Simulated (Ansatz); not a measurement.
Ansatz results at the PBE0-D4/def2-TZVP geometry: zero-point energy (PBE0-D4/def2-TZVP) 155.2 kJ/mol; LUMO energy (PBE/def2-TZVPP) -2.43 eV; size of the dipole moment (PBE/def2-TZVPP) 1.67 D.

Question: Which molecule gave them?
A. `B[O][Al]([Cl])[Cl]`
B. `C[CH]1[O][Al]1[Br]`
C. `[Br][Al]1[CH2]O[CH2]1`
D. `N=[CH][GaH][CH2]N`

Answer: B. The others give `N=[CH][GaH][CH2]N`: 237.7, -2.43, 1.81; `B[O][Al]([Cl])[Cl]`: 75.5, -1.95, 0.03; `[Br][Al]1[CH2]O[CH2]1`: 152.7, -1.95, 0.26.
